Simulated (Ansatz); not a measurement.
# A rate constant, worked out

An elementary step of BH$_{3}$Cl$_{2}$O, singlet (BHCl₂ ([Cl][BH][Cl]) + H₂O → BHCl₂O ([OH][B]([Cl])[Cl]) + H₂; B–H, H–O broken or loosened, B–O, H–H formed or tightened). The start structure is the complex of the reactants, bound by 0.45 eV, and the electronic barrier above it is 1.390 eV by CCSD(T) at an estimated basis limit (MP2 extrapolated from triple and quadruple zeta, plus CCSD(T) − MP2 in triple zeta). Computed with Ansatz 0.2.0 (basis: def2-TZVPP and def2-QZVPP); correlated methods freeze the cores. Extrapolation: Hartree–Fock as exp(−7.88 √X), correlation as X^−2.97. Harmonic wavenumbers at PBE0-D4/def2-TZVP (Ansatz 0.2.0), in cm⁻¹:

Start: 111, 231, 260, 355, 563, 619, 660, 775, 902, 1031, 1080, 1608, 2664, 3698, 3788.

Saddle: 1412i, 243, 284, 415, 434, 670, 798, 852, 941, 1060, 1250, 1339, 2022, 2164, 3820.

Q: Work out the transition-state-theory rate constant at 400 K from these numbers alone (harmonic vibrations; rotation, path degeneracy and anharmonicity left out), and the Wigner tunnelling factor. Use 1 cm⁻¹ = 1.2398 × 10⁻⁴ eV and k_B = 8.617 × 10⁻⁵ eV/K.

A: Zero-point energies, half the sums: start 18345/2 cm⁻¹ = 1.1372 eV; saddle, real modes only, 16292/2 cm⁻¹ = 1.0100 eV.
Barrier with zero-point energy: 1.390 + 1.0100 − 1.1372 = 1.2628 eV.
k_BT = 0.03447 eV, so the barrier is 36.64 k_BT.
Vibrational partition functions from the zero-point level, ln q = −Σ ln(1 − exp(−hν/k_BT)): start 3.014, saddle 1.754.
k = (k_BT/h) exp(ln q‡ − ln q) exp(−E0/k_BT), with log₁₀(k_BT/h in s⁻¹) = 12.92: log₁₀ k = 12.92 + (-1.260 − 36.64)/2.3026 = -3.54, so k ≈ 3 × 10^(-4) s⁻¹.
Wigner factor: 1 + (hν‡/k_BT)²/24 = 1 + (5.08)²/24 = 2.07, too large for this simple formula to be trusted. A change of 1 kcal/mol (0.043 eV) in the barrier would change k by a factor of 3.5 at this temperature.

No T1 diagnostic of these runs exceeds 0.012.

The step is the kind of ligand exchange by which a precursor binds to a hydroxyl group, or is hydrolysed, in atomic layer deposition of oxides.

Labels in which every atom is bracketed show which atoms are joined, not bond orders.

For scale, one of the runs: CCSD(T)/def2-TZVPP, 188 basis functions, launched by `ansatz run in.yaml --threads 2 --pin off --events-out ev --progress --plain --max-ram 4352MiB`. The run took 51 s on 2 CPU threads of an Arm Neoverse V2 (shared host), with 1.9 GiB of host memory at its peak.
